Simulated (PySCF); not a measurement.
**Excitation energy of N²⁺ by level of theory**

N²⁺ [He] 2s2 2p1 (2P) → N²⁺ [He] 2s1 2p1 3d1 (high-spin determinant), as a difference of total energies. All numbers are calculated (PySCF 2.14, scalar relativity by spin-free X2C-1e, in aug-cc-pCVTZ-DK with one added diffuse shell each of s, p, d, f type (8s7p5d3f, 75 functions)). Correlated levels: valence: 1s2 frozen. The calculations carry no spin-orbit coupling.

| method | excitation energy (eV) |
| --- | --- |
| UHF | 39.147 |
| MP2 (valence) | 40.479 |
| SCS-MP2 (valence) | 40.877 |
| CCSD (valence) | 40.988 |
| CCSD(T) (valence) | 40.964 |

**Question.** How much does correlation contribute at CCSD(T) (valence)?

**Answer.** 40.964 − (39.147) = 1.817 eV, measured against UHF.

The promoted electron is Rydberg-like, and one or two diffuse shells describe it only roughly, which tends to raise the upper state.

The coupled-cluster amplitudes are large for the upper state (T1 above 0.03 or a double amplitude above 0.15), so a single reference is strained.

The determinant of the upper state mixes LS terms, which raises its energy above the lowest term, most at the Hartree-Fock and MP2 levels.
